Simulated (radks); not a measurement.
Values are calculated unless marked as measured or tabulated.
I4+, configuration [Kr] 4d10 5s2 5p1.

Level of theory: scalar-relativistic Kohn-Sham, r2SCAN, spin-polarised, spherical densities, finite nucleus; open shells are filled with parallel spins first (spin-orbit coupling, left out, can overturn this in heavy ions); meta-GGA in the generalised Kohn-Sham scheme; Fermi nuclear charge, rms radius 4.75 fm (a radial shooting solver on a logarithmic mesh with Libxc functionals).

Energy parts (eV):
total: -193566.523
kinetic: 203183.205
electron-nucleus: -466122.891
Hartree: 74277.204
exchange-correlation: -4904.041

Orbitals (lengths in bohr, moments of r in powers of bohr):
orbital  occ.  eigenvalue (eV)      <r>
1s up       1        -33087.88  0.02723
1s down     1        -33087.80  0.02723
2s up       1        -5167.907   0.1171
2s down     1        -5167.899   0.1171
2p up       3        -4640.033   0.1025
2p down     3        -4639.986   0.1025
3s up       1        -1086.147   0.3134
3s down     1        -1086.109   0.3134
3p up       3        -913.9491   0.3116
3p down     3        -913.8971   0.3116
3d up       5        -656.4718   0.2886
3d down     5        -656.4173   0.2886
4s up       1        -230.2077   0.7403
4s down     1        -230.0808   0.7406
4p up       3        -175.9083   0.7913
4p down     3        -175.7940   0.7912
4d up       5         -96.2975   0.9132
4d down     5         -96.1134   0.9105
5s up       1         -58.5558    1.799
5s down     1         -56.9248    1.785
5p up       1         -45.3326    2.027
5p down     0         -43.4571    2.001

The highest occupied level is 5p up at -45.333 eV. Spin moment in Bohr magnetons: 1. For comparison, the ionisation energy in NIST's Atomic Spectra Database is 51.52 eV (measured). In exact Kohn-Sham theory the highest level is minus the ionisation energy, but local and semilocal functionals leave it too shallow, through self-interaction and a potential that decays too fast; potentials with the right tail come closer.
